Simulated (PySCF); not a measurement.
# Spin-orbit coupling and the second ionisation energy along the 4p block

Two-component X2C-1e calculated with PySCF 2.14: MP2 on generalised Hartree-Fock spinors (GMP2), with spin-orbit coupling off and on (screened by Boettger's factors); no Breit or QED terms. Values in eV; the references (NIST) lie between the lowest levels. Elements whose determinants are no pure J levels are left out.

```csv
element,configurations,spin-free,with spin-orbit,shift,reference
"Ga (x2c-TZVPPall-2c, [Ne] frozen)",[Ar] 3d10 4s2 → [Ar] 3d10 4s1,19.962,19.963,0.000,20.515
"Ge (x2c-TZVPPall-2c, [Ne] frozen)",[Ar] 3d10 4s2 4p1 → [Ar] 3d10 4s2,15.571,15.719,0.148,15.935
"Br (x2c-TZVPPall-2c, [Ne] frozen)",[Ar] 3d10 4s2 4p4 → [Ar] 3d10 4s2 4p3,21.025,21.199,0.175,21.591
"Kr (x2c-TZVPPall-2c, [Ne] frozen)",[Ar] 3d10 4s2 4p5 → [Ar] 3d10 4s2 4p4,24.145,24.063,-0.082,24.360
```

The largest shift is at Br, 0.175 eV, where spin-orbit coupling lowers the species with more electrons by more than the one with fewer (starting occupations 4p1/2^2 4p3/2^2 and 4p1/2^2 4p3/2^1).

What remains against the references is mostly the basis and correlation beyond MP2.
